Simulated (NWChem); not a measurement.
System: CH$_{3}$FMg; SMILES [CH3][Mg][F]

NWChem input:

```
start job
memory heap 200 mb stack 900 mb global 1100 mb
geometry units angstroms noautosym nocenter noautoz
  Mg    -0.076481     0.280846     0.001378
  F      0.200154     2.025065    -0.001212
  C     -0.403382    -1.771409     0.004355
  H      0.062120    -2.259390    -0.868411
  H     -1.479360    -2.012506    -0.023257
  H      0.014521    -2.249934     0.905926
end
basis spherical
  * library def2-svpd
end
dft
  xc xpbe96 cpbe96
  iterations 150
end
tddft
  cis
  nroots 6
  notriplet
end
task tddft energy
```

Excerpt of the output:

```
             Northwest Computational Chemistry Package (NWChem) 7.3.0
             --------------------------------------------------------

                             Geometry "geometry" -> ""
                             -------------------------

 Output coordinates in angstroms (scale by  1.889725989 to convert to a.u.)

  No.       Tag          Charge          X              Y              Z
 ---- ---------------- ---------- -------------- -------------- --------------
    1 Mg                  12.0000    -0.07648100     0.28084600     0.00137800
    2 F                    9.0000     0.20015400     2.02506500    -0.00121200
    3 C                    6.0000    -0.40338200    -1.77140900     0.00435500
    4 H                    1.0000     0.06212000    -2.25939000    -0.86841100
    5 H                    1.0000    -1.47936000    -2.01250600    -0.02325700
    6 H                    1.0000     0.01452100    -2.24993400     0.90592600

 Effective nuclear repulsion energy (a.u.)      78.0115588559

  pbe96 is a nonlocal functional; adding pw91lda local functional.

                                 NWChem DFT Module
                                 -----------------

 Summary of "ao basis" -> "ao basis" (spherical)
 ------------------------------------------------------------------------------
       Tag                 Description            Shells   Functions and Types
 ---------------- ------------------------------  ------  ---------------------
 Mg                        def2-svpd                 9       21   4s4p1d
 F                         def2-svpd                 9       23   4s3p2d
 C                         def2-svpd                 8       20   4s2p2d
 H                         def2-svpd                 4        8   2s2p

            General Information
            -------------------
          SCF calculation type: DFT
          Wavefunction type:  closed shell.
          No. of atoms     :     6
          No. of electrons :    30
           Alpha electrons :    15
            Beta electrons :    15
          Charge           :     0
          Spin multiplicity:     1
          Use of symmetry is: off; symmetry adaption is: off
          Maximum number of iterations: 150
          AO basis - number of functions:    88
                     number of shells:    38
          Convergence on energy requested:  1.00D-06
          Convergence on density requested:  1.00D-05
          Convergence on gradient requested:  5.00D-04

              XC Information
              --------------
          PerdewBurkeErnzerhof Exchange Functional  1.000
            Perdew 1991 LDA Correlation Functional  1.000 local
           PerdewBurkeErnz. Correlation Functional  1.000 non-local

[...]

                                NWChem TDDFT Module
                                -------------------

            General Information
            -------------------
           No. of orbitals :     176
            Alpha orbitals :      88
             Beta orbitals :      88
        Alpha frozen cores :       0
         Beta frozen cores :       0
     Alpha frozen virtuals :       0
      Beta frozen virtuals :       0
         Spin multiplicity :       1
    Number of AO functions :      88
        Use of symmetry is : off
      Symmetry adaption is : off
         Schwarz screening :  0.10D-07

              XC Information
              --------------
   PerdewBurkeErnzerhof Exchange Functional   1.00
     Perdew 1991 LDA Correlation Functional   1.00 local
    PerdewBurkeErnz. Correlation Functional   1.00 non-local

             TDDFT Information
             -----------------
          Calculation type : Tamm-Dancoff TDDFT
         Wavefunction type : Restricted singlets
          No. of electrons :      30
           Alpha electrons :      15
            Beta electrons :      15
              No. of roots :       6
          Max subspacesize :    5200
            Max iterations :     100
               Target root :       1
           Target symmetry : none
      Symmetry restriction : off
                 Algorithm : Optimal
        Davidson threshold :  0.10D-03

    6 smallest eigenvalue differences (eV)
--------------------------------------------------------
  No. Spin  Occ  Vir  Irrep   E(Occ)    E(Vir)   E(Diff)
--------------------------------------------------------
    1    1   15   16 a        -0.237    -0.062     4.777
    2    1   15   17 a        -0.237    -0.021     5.890
    3    1   15   18 a        -0.237    -0.021     5.890
    4    1   14   16 a        -0.287    -0.062     6.123
    5    1   13   16 a        -0.287    -0.062     6.123
    6    1   15   19 a        -0.237     0.008     6.680
--------------------------------------------------------

  Entering Davidson iterations
  Restricted singlet excited states

  Iter   NTrls   NConv    DeltaV     DeltaE      Time
  ----  ------  ------  ---------  ---------  ---------
    1      6       0     0.10E+00   0.10+100        2.3
    2     12       0     0.33E-01   0.17E-01        2.4
    3     18       0     0.12E-01   0.60E-03        2.4
    4     24       4     0.23E-02   0.32E-03        2.3
    5     26       5     0.17E-03   0.39E-05        1.6
    6     27       6     0.69E-04   0.21E-07        1.4
  ----  ------  ------  ---------  ---------  ---------
  Convergence criterion met

  Ground state a        -339.447913823655 a.u.

  ----------------------------------------------------------------------------
  Root   1 singlet a              0.203562485 a.u.                5.5392 eV
  ----------------------------------------------------------------------------
     Transition Moments    X -0.22397   Y -1.39756   Z  0.00221
     Dipole Oscillator Strength                    0.2718694818
     Electric Quadrupole                           0.0000004847
     Magnetic Dipole                               0.0000000059
     Total Oscillator Strength                     0.2718699724

[...]
```

Level: PBE/def2-SVPD, TDA. All runs use the structure optimised with PBE0/def2-SVP.
